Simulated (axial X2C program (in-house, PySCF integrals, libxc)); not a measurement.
Low determinants of MoH⁻ at the PBE0 level, 2c

All values were computed with an in-house all-electron X2C program for linear molecules (integrals from PySCF). Two-component (2c) means X2C with spin–orbit coupling and atomic mean-field two-electron Coulomb and Gaunt terms. Basis: Mo dyall-acv3z [12s13p10d5f3g], H dyall-av3z [7s3p2d] (cores contracted in-house); Gaussian nuclei, density fitting, unrestricted open shells. Masses: Mo 97.905 u, H 1.008 u.

Search at 1.822 Å (vertical energies from the lowest determinant):

```tsv
ΔE (eV)	state	electrons beyond evenly filled partner blocks	electrons in ±ω = 1/2, 3/2, 5/2, 7/2
0.00	Ω = 3	ω = 1/2, ω = 5/2	29 12 3 0
0.06	Ω = 2	ω = -1/2, ω = 5/2	29 12 3 0
0.50	Ω = 4	ω = 3/2, ω = 5/2	28 13 3 0
0.59	Ω = 1	ω = -3/2, ω = 5/2	28 13 3 0
1.76	Ω = 1	ω = -3/2, ω = 5/2	30 11 3 0
1.79	Ω = 1	3 × ω = -1/2, ω = 5/2	29 12 3 0
1.99	Ω = 2	2 × ω = 1/2, ω = -3/2, ω = 5/2	30 11 3 0
```

Lowest determinant, Ω = 3 (⟨Sz⟩ = 3.00, ⟨Lz⟩ = 0.00 at PBE0): Re = 1.820 Å, ωe = 1362.1 cm⁻¹.

The determinant in row 2 of the search, Ω = 2 (⟨Sz⟩ = 2.00, ⟨Lz⟩ = 0.00 at PBE0), was followed along the bond at PBE0; measured from the minimum of the lowest determinant it gives:

Te = 0.038 eV (309 cm⁻¹), Re = 1.745 Å, ωe = 1611.9 cm⁻¹.

Task: Compare the bond of the determinant in row 2 with that of the lowest one.

Result: At PBE0 its Re is 0.075 Å shorter and its force constant, which goes as ωe², is 1.40 times that of the lowest determinant. T0 ≈ Te + Δωe/2 = 309 + (125) = 434 cm⁻¹.

The search compares states at one distance, so a state with another bond length can lie lower; it is not exhaustive and yields mostly the lowest determinant of each block pattern, so other components and higher states of one pattern are missing. These are energies of single determinants, not of spin-adapted states; PBE0 term energies can be off by some tenths of an eV, and the functional has no current term. Open-shell Ω = 0 determinants with evenly filled partner blocks cannot be reached by this program, so the Ω shown need not be the lowest component. The lowest determinant need not be the ground state where others lie within half an eV. For an anion, determinants above electron detachment are held by the basis set. The highest occupied level of some functionals is positive through self-interaction error; at Hartree–Fock it is bound. Row 1 has a positive highest level at its minimum. Row 2 has a positive highest level at its minimum.
